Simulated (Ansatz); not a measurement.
Start from `F[SiH2]OC[SeH]` and change one atom or group to get `O=CO[SiH2]F`.

Ansatz, PBE0-D4/def2-TZVP geometries, multiplicity 1. Each molecule was computed in one conformer, which needn't be the lowest.

Scalar relativity is left out up to krypton.

```csv
property,`F[SiH2]OC[SeH]`
LUMO energy (ωB97M-V/def2-TZVPP) / eV,1.62
size of the dipole moment (B3LYP/def2-TZVPP) / D,1.38
HOMO–LUMO gap (PBE0/def2-TZVPP) / eV,6.87
LUMO energy (PBE/def2-TZVPP) / eV,-1.10
size of the dipole moment (PBE/def2-TZVPP) / D,1.35
HOMO–LUMO gap (ωB97M-V/def2-TZVPP) / eV,10.90
```

(1) What does the change do to each property? (Estimate.)

Results:

(1) The calculation gave: 
```json
{"property": "LUMO energy (ωB97M-V/def2-TZVPP) / eV", "`O=CO[SiH2]F`": "1.49", "shift": "-0.13"}
{"property": "size of the dipole moment (B3LYP/def2-TZVPP) / D", "`O=CO[SiH2]F`": "2.29", "shift": "0.91"}
{"property": "HOMO–LUMO gap (PBE0/def2-TZVPP) / eV", "`O=CO[SiH2]F`": "8.09", "shift": "1.22"}
{"property": "LUMO energy (PBE/def2-TZVPP) / eV", "`O=CO[SiH2]F`": "-1.85", "shift": "-0.75"}
{"property": "size of the dipole moment (PBE/def2-TZVPP) / D", "`O=CO[SiH2]F`": "2.14", "shift": "0.79"}
{"property": "HOMO–LUMO gap (ωB97M-V/def2-TZVPP) / eV", "`O=CO[SiH2]F`": "12.73", "shift": "1.83"}
```

With PBE0 the HOMO falls by 1.72 eV and the LUMO falls by 0.50 eV, so the gap widens by about 1.22 eV. PBE moves the HOMO by -1.21 eV and ωB97M-V by -1.96 eV. The zero-point energy changes by -43.6 kJ/mol with -6 modes. Dipoles are sizes alone; their direction can turn.

B3LYP here is the variant with VWN-RPA as its local correlation; programs differ in this.

Spin–orbit coupling is left out; it splits and shifts lone-pair levels of the heavy atoms by tenths of an eV.
